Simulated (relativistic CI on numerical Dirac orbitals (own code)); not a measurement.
**Pb LXIV: q coefficients and field-shift factors**

Method of calculation: Dirac-Coulomb-Breit CI, orbitals from a KLI potential per configuration, derivatives by finite differences, unscaled Slater integrals, QED left out (own radial code, finite nucleus).

Configuration list (outside the closed core [Ne]): 3s2.3p6.3d, 3s2.3p5.3d2, 3s.3p6.3d2, 3s2.3p6.4s, 3s2.3p6.4p, 3p6.3d3, 3p5.3d4. Double excitations out of closed p, d and f shells are left out; levels of such configurations are missing from the list, as are those of other unlisted configurations, and high levels can miss mixing partners.

With x = (α/α₀)² − 1 an excitation energy changes as ω = ω₀ + qx; K = 2q/ω₀ is the relative enhancement. Terms are leading LS components, so labels can repeat. The field-shift factor is F = δν/δ⟨r²⟩ for the transition from the lowest level.

Lowest level 3s2.3p6.3d 2D_3/2.

| Level | ω₀ (cm⁻¹) | q (cm⁻¹) | F (GHz/fm²) |
| --- | --- | --- | --- |
| 3s2.3p6.3d 2D_5/2 | 1006552 | 1.03e+06 | 39.1 |
| 3s2.3p5.3d2 4D°_3/2 | 2347535 | 182300 | 41.8 |
| 3s2.3p5.3d2 4D°_1/2 | 2375957 | 214800 | 42.9 |
| 3s2.3p5.3d2 4F°_5/2 | 2413409 | 183400 | 42.4 |
| 3s2.3p5.3d2 2G°_7/2 | 2431424 | 166400 | 41.9 |
| 3s2.3p5.3d2 2P°_3/2 | 2653664 | 210400 | 44 |
| 3s2.3p5.3d2 4D°_5/2 | 3297280 | 1.202e+06 | 80.4 |
| 3s2.3p5.3d2 4G°_9/2 | 3335736 | 1.187e+06 | 80.7 |
| 3s2.3p5.3d2 4F°_7/2 | 3368826 | 1.202e+06 | 81.5 |
| 3s2.3p5.3d2 4D°_3/2 | 3407607 | 1.214e+06 | 80.4 |
| 3s2.3p5.3d2 4P°_5/2 | 3423923 | 1.205e+06 | 81.4 |
| 3s2.3p5.3d2 2H°_11/2 | 3436731 | 1.181e+06 | 81.7 |
| 3s2.3p5.3d2 2G°_7/2 | 3451177 | 1.193e+06 | 81.4 |
| 3s2.3p5.3d2 2S°_1/2 | 3515964 | 1.209e+06 | 80.9 |
| 3s2.3p5.3d2 2F°_7/2 | 3555215 | 1.205e+06 | 82.8 |
| 3s2.3p5.3d2 4D°_5/2 | 3572219 | 1.208e+06 | 82.9 |
| 3s2.3p5.3d2 2G°_9/2 | 3600961 | 1.198e+06 | 82.9 |
| 3s2.3p5.3d2 4S°_3/2 | 3605913 | 1.22e+06 | 83 |
| 3s2.3p5.3d2 2D°_3/2 | 3778264 | 1.246e+06 | 69.1 |
| 3s2.3p5.3d2 2F°_5/2 | 3844315 | 1.215e+06 | 81.2 |
| 3s2.3p5.3d2 2P°_1/2 | 3900643 | 1.211e+06 | 76 |
| 3s2.3p5.3d2 4G°_11/2 | 4339297 | 2.199e+06 | 120 |
| 3s2.3p5.3d2 2D°_5/2 | 4414929 | 2.222e+06 | 120 |

At this charge energies of transitions that change n are usually good to better than 1 %, and those within a shell (Δn = 0) to a few per cent.

Q: Which transition from the lowest level has the largest |K|?

A: 3s2.3p6.3d 2D_5/2 at 1006552 cm⁻¹, K = 2.05.
